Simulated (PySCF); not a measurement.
A geometry optimisation, step by step.

C3H3ClF2O.
Atom-mapped SMILES: `[CH3:1][O:2]/[C:3]([F:4])=[C:5](\[F:6])[Cl:7]` (hydrogens: H8, H9, H10 on C1)

Computed by this run: PBE0-D3(BJ)/def2-SVP geometry optimisation, gas phase (PySCF); density fitting, grid level 1; the optimiser is geomeTRIC in internal coordinates, started from a GFN2-xTB structure. 12 of its 13 geometries are shown. The frame can shift and turn from step to step; on so coarse a grid that alone can change the energy by a few meV, and forces under 0.02 eV/Å are noise.

Step 0: E = -23134.5839 eV, largest atomic force 0.981 eV/Å
```
atom  x, y, z in Å  |  force x, y, z in eV/Å
C1     -1.626   -0.178    0.533    0.445  -0.171  -0.097
O2     -0.328   -0.683    0.250    0.196   0.433  -0.171
C3      0.573    0.182   -0.218   -0.443   0.624  -0.003
F4      0.160    1.450   -0.378    0.107  -0.715   0.137
C5      1.833   -0.135   -0.529    0.595  -0.780  -0.009
F6      2.275   -1.394   -0.379   -0.269   0.675  -0.077
Cl7     2.994    0.973   -1.131   -0.226  -0.127   0.103
H8     -2.189   -1.033    0.897   -0.215  -0.218   0.114
H9     -2.097    0.225   -0.367   -0.159   0.091  -0.210
H10    -1.588    0.598    1.300   -0.030   0.188   0.211
```

Step 1: E = -23134.6066 eV, largest atomic force 0.276 eV/Å
```
atom  x, y, z in Å  |  force x, y, z in eV/Å
C1     -1.627   -0.166    0.502    0.003  -0.027  -0.045
O2     -0.329   -0.652    0.221   -0.015   0.069   0.053
C3      0.598    0.213   -0.175    0.104  -0.153   0.156
F4      0.267    1.491   -0.125   -0.004   0.088  -0.028
C5      1.829   -0.171   -0.545   -0.210   0.090  -0.155
F6      2.137   -1.456   -0.610    0.093  -0.070   0.034
Cl7     3.049    0.920   -1.028    0.043   0.011   0.013
H8     -2.185   -1.022    0.899   -0.006   0.015  -0.020
H9     -2.122    0.202   -0.411   -0.030   0.009   0.004
H10    -1.612    0.640    1.252    0.023  -0.033  -0.012
```

Step 2: E = -23134.6120 eV, largest atomic force 0.170 eV/Å
```
atom  x, y, z in Å  |  force x, y, z in eV/Å
C1     -1.630   -0.166    0.499    0.001  -0.003  -0.035
O2     -0.328   -0.652    0.243    0.030   0.044   0.088
C3      0.604    0.209   -0.151   -0.020  -0.166  -0.031
F4      0.275    1.489   -0.111    0.002   0.022   0.009
C5      1.822   -0.176   -0.559    0.018   0.059  -0.062
F6      2.163   -1.454   -0.610   -0.066   0.018   0.032
Cl7     3.031    0.927   -1.049    0.039   0.034   0.005
H8     -2.197   -1.020    0.886   -0.003  -0.005  -0.010
H9     -2.113    0.205   -0.419    0.005   0.003  -0.003
H10    -1.622    0.637    1.251   -0.006  -0.005   0.006
```

Step 3: E = -23134.6153 eV, largest atomic force 0.184 eV/Å
```
atom  x, y, z in Å  |  force x, y, z in eV/Å
C1     -1.628   -0.172    0.496   -0.020   0.009  -0.048
O2     -0.316   -0.650    0.275    0.102  -0.006   0.098
C3      0.610    0.210   -0.133   -0.135   0.061  -0.110
F4      0.275    1.490   -0.090    0.015   0.024   0.025
C5      1.817   -0.165   -0.576    0.038  -0.049   0.056
F6      2.150   -1.446   -0.614    0.041   0.009  -0.049
Cl7     3.031    0.937   -1.062   -0.049  -0.040   0.019
H8     -2.198   -1.027    0.878    0.003  -0.016  -0.001
H9     -2.094    0.187   -0.436    0.019   0.001  -0.003
H10    -1.642    0.637    1.241   -0.014   0.007   0.012
```

Step 4: E = -23134.6241 eV, largest atomic force 0.276 eV/Å
```
atom  x, y, z in Å  |  force x, y, z in eV/Å
C1     -1.624   -0.186    0.490   -0.063   0.000  -0.082
O2     -0.293   -0.637    0.346    0.113   0.008   0.128
C3      0.616    0.220   -0.099   -0.117   0.191  -0.161
F4      0.291    1.504   -0.041   -0.016  -0.035   0.073
C5      1.803   -0.152   -0.594    0.103  -0.130   0.101
F6      2.131   -1.434   -0.651    0.042   0.024  -0.076
Cl7     3.019    0.950   -1.075   -0.079  -0.054   0.002
H8     -2.191   -1.042    0.874    0.000  -0.014   0.008
H9     -2.055    0.129   -0.474    0.019   0.000  -0.004
H10    -1.692    0.647    1.205   -0.003   0.011   0.011
```

Step 5: E = -23134.6335 eV, largest atomic force 0.173 eV/Å
```
atom  x, y, z in Å  |  force x, y, z in eV/Å
C1     -1.624   -0.188    0.482   -0.049  -0.016  -0.077
O2     -0.283   -0.625    0.392    0.060  -0.024   0.151
C3      0.621    0.226   -0.072   -0.056  -0.077  -0.074
F4      0.308    1.510    0.018    0.084  -0.013   0.029
C5      1.799   -0.158   -0.584    0.063   0.029  -0.073
F6      2.131   -1.434   -0.707   -0.151   0.054   0.063
Cl7     2.997    0.951   -1.087    0.038   0.055  -0.008
H8     -2.189   -1.035    0.889    0.000   0.001  -0.002
H9     -2.031    0.077   -0.507    0.003  -0.001  -0.009
H10    -1.724    0.675    1.157    0.007  -0.008  -0.001
```

Step 7: E = -23134.6724 eV, largest atomic force 0.612 eV/Å
```
atom  x, y, z in Å  |  force x, y, z in eV/Å
C1     -1.577   -0.247    0.410    0.010   0.001  -0.010
O2     -0.210   -0.460    0.726   -0.084  -0.156  -0.102
C3      0.665    0.339    0.134    0.181  -0.454   0.369
F4      0.540    1.619    0.447    0.135   0.253  -0.159
C5      1.695   -0.125   -0.590   -0.416   0.355  -0.212
F6      1.773   -1.392   -0.951    0.029  -0.060   0.133
Cl7     2.918    0.887   -1.209    0.164   0.052  -0.022
H8     -2.143   -1.002    0.970   -0.016   0.026  -0.024
H9     -1.752   -0.379   -0.671   -0.010  -0.009   0.019
H10    -1.904    0.759    0.715    0.006  -0.008   0.006
```

Step 8: E = -23134.6913 eV, largest atomic force 0.393 eV/Å
```
atom  x, y, z in Å  |  force x, y, z in eV/Å
C1     -1.566   -0.255    0.403   -0.014   0.031   0.005
O2     -0.206   -0.464    0.755   -0.046   0.122   0.023
C3      0.673    0.342    0.179    0.168  -0.354  -0.031
F4      0.575    1.632    0.465   -0.095   0.035   0.049
C5      1.660   -0.115   -0.603   -0.084   0.181  -0.100
F6      1.747   -1.388   -0.939   -0.015  -0.035   0.069
Cl7     2.884    0.888   -1.241    0.086   0.025  -0.020
H8     -2.150   -1.005    0.948    0.000   0.004   0.000
H9     -1.712   -0.390   -0.682    0.003  -0.003   0.007
H10    -1.899    0.753    0.696   -0.005  -0.007  -0.001
```

Step 9: E = -23134.6901 eV, largest atomic force 0.356 eV/Å
```
atom  x, y, z in Å  |  force x, y, z in eV/Å
C1     -1.578   -0.234    0.417   -0.008   0.019  -0.009
O2     -0.216   -0.523    0.692    0.149  -0.059   0.017
C3      0.674    0.292    0.146   -0.322   0.152   0.005
F4      0.488    1.580    0.409    0.123   0.079  -0.043
C5      1.690   -0.114   -0.625    0.040  -0.091   0.098
F6      1.848   -1.400   -0.887    0.067  -0.018  -0.096
Cl7     2.907    0.920   -1.234   -0.080  -0.053   0.050
H8     -2.171   -1.000    0.930    0.014  -0.011   0.004
H9     -1.777   -0.281   -0.666    0.001  -0.002  -0.020
H10    -1.859    0.760    0.798    0.016  -0.016  -0.007
```

Step 10: E = -23134.6963 eV, largest atomic force 0.068 eV/Å
```
atom  x, y, z in Å  |  force x, y, z in eV/Å
C1     -1.574   -0.244    0.412   -0.016  -0.001  -0.003
O2     -0.211   -0.491    0.726    0.028   0.034  -0.010
C3      0.670    0.317    0.157   -0.005  -0.066   0.015
F4      0.534    1.609    0.432   -0.015   0.025  -0.005
C5      1.672   -0.115   -0.618    0.014   0.012   0.002
F6      1.800   -1.396   -0.919   -0.003  -0.006   0.004
Cl7     2.902    0.902   -1.227   -0.006  -0.001  -0.003
H8     -2.159   -1.001    0.946   -0.002   0.001   0.000
H9     -1.747   -0.342   -0.673    0.001  -0.001  -0.001
H10    -1.882    0.759    0.744    0.004   0.003   0.000
```

Step 11: E = -23134.6963 eV, largest atomic force 0.031 eV/Å
```
atom  x, y, z in Å  |  force x, y, z in eV/Å
C1     -1.576   -0.240    0.414   -0.010   0.003  -0.004
O2     -0.212   -0.495    0.719    0.014   0.014   0.009
C3      0.669    0.312    0.151   -0.008  -0.030  -0.005
F4      0.524    1.605    0.416   -0.003   0.010  -0.003
C5      1.678   -0.119   -0.616    0.003   0.004  -0.006
F6      1.813   -1.400   -0.910    0.003   0.000   0.011
Cl7     2.904    0.902   -1.224   -0.001  -0.003   0.000
H8     -2.162   -1.000    0.943    0.002   0.000   0.001
H9     -1.755   -0.325   -0.671    0.002  -0.002  -0.002
H10    -1.877    0.760    0.759   -0.002   0.003  -0.001
```

Step 12: E = -23134.6963 eV, largest atomic force under 0.02 eV/Å
```
atom  x, y, z in Å  |  force x, y, z in eV/Å
C1     -1.577   -0.237    0.414   -0.001   0.002  -0.002
O2     -0.213   -0.495    0.717   -0.003  -0.002   0.015
C3      0.668    0.310    0.148   -0.002   0.008  -0.010
F4      0.519    1.605    0.404    0.003  -0.006  -0.007
C5      1.680   -0.123   -0.614   -0.002  -0.003   0.001
F6      1.820   -1.406   -0.900    0.004   0.003   0.010
Cl7     2.906    0.898   -1.224    0.002  -0.002  -0.002
H8     -2.163   -0.999    0.940    0.003  -0.001   0.002
H9     -1.757   -0.316   -0.670    0.001  -0.002  -0.004
H10    -1.877    0.762    0.765   -0.003   0.004  -0.002
```

Q: Summarise the path.

A: The energy falls by 0.1124 eV from step 0 to step 12; nine tenths of that is first reached at step 8. It rises by more than 0.2 meV at step 9. The largest force goes from 0.981 to under 0.02 eV/Å. Among the bonds C5–F6 changes most, from 1.343 to 1.321 Å; the atoms move by 0.508 Å rms after alignment.

The cost below is that of the whole optimisation. The run took 52 s on one thread of an Arm Neoverse V1, shared host with 32 logical CPUs at a one-minute load of 37, and the process peaked at 0.53 GiB of memory.
